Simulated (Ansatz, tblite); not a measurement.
Cost and result up the ladder for PbCl2⁺ (the lowest doublet isomer of a short search) (3 atoms). Charge 1, multiplicity 2. Geometry: PBE0-D4/def2-TZVP.

Cartesian coordinates in Å:
```
Pb 0.385 -1.388 -0.032
Cl 0.495 0.911 -1.097
Cl -0.880 0.477 1.130
```

Ansatz on 4 threads of Arm Neoverse V2 on a shared host; xTB runs through tblite on one thread. Times are rough, summed over both states, and most runs start from the orbitals of an earlier one. CCSD(T)/def2-TZVPP serves as the yardstick here, not as an exact answer. The other state is a quartet at its own geometry, which has other bonds, so the gap mixes isomer and spin.

In the def2 sets Pb takes a core potential; there is no spin–orbit coupling. The xTB rows come from tblite. B3LYP takes the VWN-RPA correlation. HSE06 is defined as in plane-wave codes, on full-range PBE exchange. Correlated methods freeze 14 core orbitals; core or outer-core shells of Pb are correlated, in sets that lack core-valence functions. In CCSD on the charge 1 quartet the largest single amplitude is 0.26, so its Hartree–Fock determinant may place the open shell otherwise than the density functionals do. In the doublet, Cl2 and Cl3 lie 2.65 Å apart (atoms count from 1), so these atoms are partly bonded to each other. In the quartet, Cl2 and Cl3 lie 2.38 Å apart (atoms count from 1), so these atoms are partly bonded to each other. The structure comes from a short search, and lower isomers may exist.

Correlated methods converge slowly with the basis.

xTB has no spin-polarisation term.

```tsv
level	functions	wall time	quartet − doublet (eV)	difference from CCSD(T)/def2-TZVPP (eV)
GFN1-xTB	22	0.004 s	4.03	0.34
GFN2-xTB	22	0.004 s	3.48	-0.21
LDA (SPW92)/def2-TZVP	124	1.5 s	3.72	0.03
PBE-D4/def2-TZVP	124	2.7 s	3.48	-0.21
BLYP-D4/def2-TZVP	124	3.1 s	3.35	-0.34
MP2/def2-TZVP	124	3.2 s	4.11	0.42
B3LYP-D4/def2-TZVP	124	4.1 s	3.48	-0.21
HSE06-D4/def2-TZVP	124	4.4 s	3.60	-0.09
RPA@PBE/def2-TZVP	124	4.5 s	3.22	-0.47
PBE-QIDH/def2-TZVP	124	7 s	3.89	0.20
r2SCAN-D4/def2-TZVP (with forces)	124	7.6 s	3.51	-0.18
PBE0-D4/def2-TZVP	124	9.4 s	3.60	-0.09
CCSD(T)/def2-TZVPP	134	26 s	3.69	0.00
```
